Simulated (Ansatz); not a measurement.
Species: CBrF$_{3}$, SMILES `FC(F)(F)Br` (charge 0, multiplicity 1).

Q: Give a relaxed geometry from B3LYP-D3(BJ)/def2-TZVP (Ansatz, an electronic-structure program).

A: the end point of this relaxation (outside a Z-matrix the atoms follow the SMILES, hydrogens last).
Z-matrix (Å, degrees):
```
C
F 1 1.3292
F 1 1.3292 2 108.76
F 1 1.3292 2 108.76 3 118.30
Br 1 1.9489 2 110.17 3 -120.85
```
